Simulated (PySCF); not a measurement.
Whose spectrum? (rocksalt chalcogenide)

All values: TDA wB97X-D/def2-SVP, gas phase, PySCF SCF with an in-house response code, fitting set def2-universal-JFIT up to Ne and JKFIT beyond, grid level 1 (kernel 0), vertical, one conformer each, geometries GFN2-xTB; core orbitals frozen in the response, virtual orbitals above 1.5 Eh left out. The lowest 6 singlets were sought, and the brightest is taken among them. The runs took 7 to 30 CPU minutes each on shared server CPUs.

One system has its HOMO at -6.68 eV, its LUMO at 0.50 eV and these singlet states:

```tsv
state	eV	f
S1	4.05	0.122
S2	4.05	0.001
S3	4.07	0.094
S4	4.10	0.000
S5	4.14	0.000
S6	4.21	0.006
```

Problem. Which is it?
A. 2x2x7 CaO rock-salt block (Ca14O14)
B. 2x2x5 CaO rock-salt block (Ca10O10)
C. 2x3x4 CaO rock-salt block (Ca12O12)

Solution. C.

Problem. How do the candidates compare?

Solution. 
```json
{"system": "2x2x5 CaO rock-salt block", "HOMO / eV": "-6.64", "LUMO / eV": "0.55", "S1 / eV": "3.88", "f(S1)": "0.000", "brightest state sought / eV": "4.06"}
{"system": "2x2x7 CaO rock-salt block", "HOMO / eV": "-6.58", "LUMO / eV": "0.51", "S1 / eV": "3.86", "f(S1)": "0.000", "brightest state sought / eV": "4.04"}
{"system": "2x3x4 CaO rock-salt block", "HOMO / eV": "-6.68", "LUMO / eV": "0.50", "S1 / eV": "4.05", "f(S1)": "0.122", "brightest state sought / eV": "4.05"}
```
